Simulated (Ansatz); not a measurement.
One change: `C[O][AlH][S][SiH3]` becomes `C[O][AlH][SiH2]S`.

Ansatz, PBE0-D4/def2-TZVP geometries, multiplicity 1. Each molecule was computed in one conformer, which needn't be the lowest.

```json
{"property": "HOMO energy (ωB97M-V/def2-TZVPP) / eV", "`C[O][AlH][S][SiH3]`": "-9.80"}
{"property": "LUMO energy (ωB97M-V/def2-TZVPP) / eV", "`C[O][AlH][S][SiH3]`": "0.85"}
{"property": "HOMO energy (PBE/def2-TZVPP) / eV", "`C[O][AlH][S][SiH3]`": "-6.44"}
{"property": "HOMO–LUMO gap (ωB97M-V/def2-TZVPP) / eV", "`C[O][AlH][S][SiH3]`": "10.65"}
{"property": "LUMO energy (B3LYP/def2-TZVPP) / eV", "`C[O][AlH][S][SiH3]`": "-0.95"}
{"property": "size of the dipole moment (PBE/def2-TZVPP) / D", "`C[O][AlH][S][SiH3]`": "1.61"}
```

Give the same properties after the change, and the shifts. (Estimate.)

The calculation gave: 
```
                                      property  `C[O][AlH][SiH2]S`  shift
         HOMO energy (ωB97M-V/def2-TZVPP) / eV               -9.36   0.44
         LUMO energy (ωB97M-V/def2-TZVPP) / eV                0.10  -0.75
             HOMO energy (PBE/def2-TZVPP) / eV               -5.97   0.47
       HOMO–LUMO gap (ωB97M-V/def2-TZVPP) / eV                9.46  -1.19
           LUMO energy (B3LYP/def2-TZVPP) / eV               -1.72  -0.77
size of the dipole moment (PBE/def2-TZVPP) / D                2.40   0.79
```

With PBE0 the HOMO rises by 0.47 eV and the LUMO falls by 0.79 eV, so the gap narrows by about 1.26 eV. PBE moves the HOMO by 0.47 eV and ωB97M-V by 0.44 eV. Dipoles are sizes alone; their direction can turn.

B3LYP here is the variant with VWN-RPA as its local correlation; programs differ in this.
